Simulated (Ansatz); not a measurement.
The numbers are results of CAM-B3LYP-D3(BJ)/def2-TZVP // B3LYP-D3(BJ)/def2-SVP run with Ansatz (a first-principles code), not measurements. All species are isolated molecules in the gas phase. One relaxed conformer stands for a flexible species; it need not be the lowest.  In the def2 sets, heavy atoms carry core potentials.

Reference species (SMILES): `[Te](C)O` (C–Te–O–H torsion 91°) (neutral, multiplicity 1).

```
Property          Value
-------------  --------
HOMO–LUMO gap   6.75 eV
LUMO           -0.57 eV
HOMO           -7.32 eV
```

After one change: the HOMO–LUMO gap falls by 0.06 eV; the LUMO rises by 0.03 eV; the HOMO rises by 0.09 eV.

Problem. What was changed between the two runs? The new species is one of these.
(A) `O[Te]C1CCCC1` (H–O–Te–C torsion -89°, O–Te–C–C torsion 46°)
(B) `C=C[Te]O` (C–C–Te–O torsion -3°, C–Te–O–H torsion -87°)
(C) `O[Te]c1ccccc1` (H–O–Te–C torsion 87°, O–Te–C–C torsion 9°)
(D) `O[Te]CC(F)(F)F` (H–O–Te–C torsion -81°, O–Te–C–C torsion 80°)

Solution. A, `O[Te]C1CCCC1` (H–O–Te–C torsion -89°, O–Te–C–C torsion 46°)
